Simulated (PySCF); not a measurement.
## Sn²³⁺: ionisation energy

Sn²³⁺ [Ar] 3d9 (2D) → Sn²⁴⁺ [Ar] 3d8 (3F), as a difference of total energies. Calculation: PySCF 2.14, in an even-tempered Gaussian basis (19 s from 2.5 bohr⁻², ratio 2.5; 13 p from 3.2 bohr⁻², ratio 2.5; 8 d from 3.2 bohr⁻², ratio 2.5; 4 f from 17 bohr⁻², ratio 2.7; 3 g from 25 bohr⁻², ratio 2.7); scalar relativity by spin-free X2C-1e. Correlated levels: outer shells: [Ne] frozen; virtual orbitals above 40 to 60 times the deepest correlated orbital energy dropped. The calculations carry no spin-orbit coupling.

```json
{"method": "UHF", "ionisation energy (eV)": "1198.5"}
{"method": "MP2 (outer shells)", "ionisation energy (eV)": "1200.4"}
{"method": "SCS-MP2 (outer shells)", "ionisation energy (eV)": "1200.1"}
{"method": "CCSD (outer shells)", "ionisation energy (eV)": "1200.2"}
{"method": "CCSD(T) (outer shells)", "ionisation energy (eV)": "1200.2"}
```

Breit and QED terms and the two-electron picture change are absent.

The reference lies between the lowest fine-structure levels, while these numbers refer to the centres of the terms.

For comparison: 1195 ± 4 eV (theoretical estimate listed by NIST; NIST Atomic Spectra Database, ionization energies).
